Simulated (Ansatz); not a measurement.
Reaction (formal hydrolysis of the Si–N bond): `N[SiH2]I` + H₂O → `O[SiH2]I` + NH₃

Isolated molecules relaxed with PBE0-D4/def2-TZVP in Ansatz; ΔE leaves out vibrations. CCSD(T)/CBS is the MP2 limit (def2-TZVPP, def2-QZVPP) plus CCSD(T) − MP2 in def2-TZVPP, frozen cores. This one scheme is used for every species. DFT in def2-TZVPP. B3LYP here is the variant with VWN-RPA as its local correlation; programs differ in this. HSE06 is defined as in plane-wave codes. Elements past krypton have def2 core potentials. For I outer-core shells are correlated without core-valence functions, which leaves a few kJ/mol of doubt a bond. One conformer a species, not always the lowest.

(1) Is it downhill or uphill in electronic energy at CCSD(T)/CBS, and by how much? (An estimate is asked.)

(2) What do these levels give: B3LYP-D4, HSE06-D4, B2PLYP, PBE-QIDH, revPBE, PBE0, BHLYP, LC-ωPBE, MP2/def2-TZVPP, SCS-MP2/def2-QZVPP, HF/CBS(def2), CCSD/CBS(def2)? (Estimate.)

Largest T1 diagnostic among the species: 0.009.

## Answers

(1) Computed: Downhill: ΔE = -8.4 kcal/mol.

(2) Computed: B3LYP-D4 -9.0, HSE06-D4 -8.0, B2PLYP -9.5, PBE-QIDH -8.6, revPBE -8.6, PBE0 -8.4, BHLYP -9.8, LC-ωPBE -8.5, MP2/def2-TZVPP -8.8, SCS-MP2/def2-QZVPP -9.0, HF/CBS(def2) -10.4, CCSD/CBS(def2) -8.6 kcal/mol.

In def2-TZVPP, CCSD(T) changes the Hartree–Fock value by +1.4 kcal/mol (the triples alone add +0.1 kcal/mol) and MP2 by +1.5 kcal/mol. Leaving LDA and LC-ωPBE aside and taking each functional with its dispersion term where it has one, the values, not all of them listed here, spread over 2.3 kcal/mol, from B97M-V to revPBE-D4.
